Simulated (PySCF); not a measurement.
C4H7Cl, SMILES ClC1CCC1.

Coordinates come from a PBE-D3(BJ)/def2-SVP optimisation.

These are PBE-D3(BJ)/def2-SVP (PySCF) values and carry that method's errors.

Frequencies are harmonic and unscaled.

Computed harmonic wavenumbers and intensities:
```csv
mode,ν (cm⁻¹),IR (km/mol),moving atoms (share of kinetic energy)
1,149,0.7,"C 47 %, H 43 %, Cl 10 %"
2,277,0.9,"C 58 %, H 24 %, Cl 18 %"
3,361,5.1,"C 37 %, Cl 37 %, H 27 %"
4,516,3.5,"C 48 %, H 34 %, Cl 18 %"
5,705,12.3,"H 63 %, C 33 %"
6,761,0.5,"H 84 %, C 16 %"
7,823,36.2,"C 66 %, H 31 %"
8,904,3.4,"C 52 %, H 47 %"
9,917,0.4,"C 60 %, H 40 %"
10,926,2.8,"H 85 %, C 15 %"
11,1021,14.7,"C 61 %, H 38 %"
12,1029,0.8,"C 59 %, H 41 %"
13,1078,1.0,"C 64 %, H 35 %"
14,1145,1.1,"H 69 %, C 31 %"
15,1177,3.4,"H 75 %, C 24 %"
16,1196,0.3,"H 77 %, C 23 %"
17,1202,0.3,"H 82 %, C 18 %"
18,1217,1.0,"H 66 %, C 34 %"
19,1241,0.2,"H 64 %, C 36 %"
20,1252,36.7,"H 72 %, C 28 %"
21,1395,3.5,"H 91 %, C 9 %"
22,1406,3.9,H 93 %
23,1433,3.5,"H 86 %, C 14 %"
24,3003,24.0,H 95 %
25,3004,35.5,H 95 %
26,3008,4.2,H 94 %
27,3030,7.2,"H 92 %, C 8 %"
28,3061,3.5,"H 90 %, C 10 %"
29,3072,13.6,"H 90 %, C 10 %"
30,3079,29.8,"H 90 %, C 10 %"
```
